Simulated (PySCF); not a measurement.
H$_{2}$BBrFN (SMILES NB(F)Br), singlet, at a GFN2-xTB geometry. Base run: PySCF with PBE/6-31G, polarisability.

Input for PySCF:
```python
from pyscf import gto, scf, dft
from pyscf.prop import polarizability

mol = gto.M(
    atom='''
B     0.070744   -0.866117    0.291784
F    -0.859496   -1.746208   -0.049613
Br   -0.105163    0.905225   -0.324835
N     1.135316   -1.257021    1.080790
H     1.872140   -0.638675    1.373641
H     1.243091   -2.198594    1.417643
''',
    basis='6-31g',
    charge=0,
    spin=0,
    verbose=4,
)

mf = dft.RKS(mol)
mf.xc = 'pbe'
mf.kernel()
alpha = mf.Polarizability().polarizability()[2, 2]
print('alpha_zz =', alpha)
```

The base run was repeated with changes; each row names its change, and settings that it needs were set with it.

| change | alpha_zz (bohr³) | basis functions | core-seconds (rough) |
|---|---|---|---|
| base | 22.68 | 58 | 20 |
| finite field (a.u.) = 0.005; conv_tol = 1e-11 | 22.68 | 58 | 20 |
| finite field (a.u.) = 0.02; conv_tol = 1e-11 | 22.71 | 58 | 20 |
| functional = camb3lyp | 21.33 | 58 | 40 |
| finite field (a.u.) = 0.001; conv_tol = 1e-11 | 22.68 | 58 | 20 |
| functional = pbe0 | 21.74 | 58 | 20 |
| finite field (a.u.) = 0.05; conv_tol = 1e-11 | 22.90 | 58 | 20 |
| basis = def2-SVPD | 41.86 | 120 | 50 |
| basis = cc-pVDZ | 27.32 | 79 | 30 |
| finite field (a.u.) = 2e-4; conv_tol = 1e-11 | 22.68 | 58 | 20 |
| finite field (a.u.) = 2e-4; conv_tol = 1e-6 | - | 58 | 10 |
| functional = lda,vwn | 22.68 | 58 | 10 |

Finite-field rows take the second difference of the energy in a field along z; a small field with loose convergence shows SCF noise divided by the square of the field, and a large one adds hyperpolarisability.
